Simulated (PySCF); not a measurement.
## Electron correlation in In⁺ (indium, charge +1)

[Kr] 4d10 5s2, closed-shell 1S. All numbers are calculated (PySCF 2.14, scalar relativity through the core potential, in cc-pVTZ-PP with ECP28MDF (5s4p3d1f, 39 functions)). Frozen: 4s2 4p6 4d10; 2 electrons correlated.

Total MP2 correlation energy: -23.26 mhartree.

Same-spin part 0.00 and opposite-spin part -23.26 mhartree; SCS-MP2 scales them by 1/3 and 6/5 to -27.91 mhartree.

With two correlated electrons CCSD is exact within the correlated space (frozen core and kept virtual orbitals).

| level | correlation energy (mhartree) |
| --- | --- |
| CCSD | -32.69 |

Diagnostics: T1 = 0.0062, D1 = 0.0088, largest double amplitude 0.096.

Cost of the coupled-cluster step: 0.16 s of wall time on 1 thread of Neoverse-N1 (shared host), for 2 correlated electrons.
